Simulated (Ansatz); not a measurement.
Two isomers of CH6FNOSi2: A = `N[Si]1(F)CO[SiH2]1`, B = `N=C[Si](O)(F)[SiH3]`.

Computed with Ansatz on PBE0-D4/def2-TZVP structures; ΔE is electronic, products minus reactants. CCSD(T)/CBS is the MP2 limit (def2-TZVPP, def2-QZVPP) plus CCSD(T) − MP2 in def2-TZVPP, frozen cores. Functionals use def2-TZVPP. B3LYP here is the variant with VWN-RPA as its local correlation; programs differ in this. Each species was taken in one conformer, which may not be the lowest.

A:

```xyz
12

N     1.108   -1.558   -0.669
Si    0.426   -0.509    0.481
F     0.960   -0.799    1.968
C     0.540    1.337    0.019
O    -0.840    1.546   -0.369
Si   -1.741    0.209    0.093
H     2.089   -1.540   -0.901
H     0.701   -2.460   -0.855
H     0.795    1.997    0.855
H     1.189    1.584   -0.825
H    -2.573   -0.306   -1.029
H    -2.655    0.500    1.233
```

B:

```xyz
12

N     1.600   -1.217    1.316
C     1.044   -0.082    1.185
Si   -0.632   -0.137    0.301
O    -0.874   -1.721    0.016
F    -1.713    0.447    1.330
Si   -0.792    1.118   -1.667
H     2.494   -1.170    1.809
H     1.500    0.842    1.564
H    -0.169   -2.251    0.418
H    -0.575    2.560   -1.370
H    -2.135    0.944   -2.278
H     0.251    0.666   -2.625
```

Task: Which isomer does CCSD(T)/CBS put lower? Give the gap. (Estimate.)

Result: Computed: A, by 35.0 kJ/mol.

Task: Give E(B) − E(A) in kJ/mol with CCSD(T)/def2-TZVPP, B3LYP-D4, ωB97M-V, MP2/def2-TZVPP, CCSD/def2-TZVPP, B3LYP, PBE0-D4. (An estimate is asked.)

Result: The calculation gave: CCSD(T)/def2-TZVPP 29.2, B3LYP-D4 31.9, ωB97M-V 42.9, MP2/def2-TZVPP 42.2, CCSD/def2-TZVPP 30.4, B3LYP 29.8, PBE0-D4 47.8. None reverses the order clearly.

Largest T1 diagnostic: 0.013.

From PBE to PBE0 (25 % exact exchange), in def2-TZVPP and without D4, E(B) − E(A) moves by +7.7 kJ/mol. In def2-TZVPP, CCSD(T) changes the Hartree–Fock value by +8.8 kJ/mol (the triples alone add −1.1 kJ/mol) and MP2 by +21.9 kJ/mol.
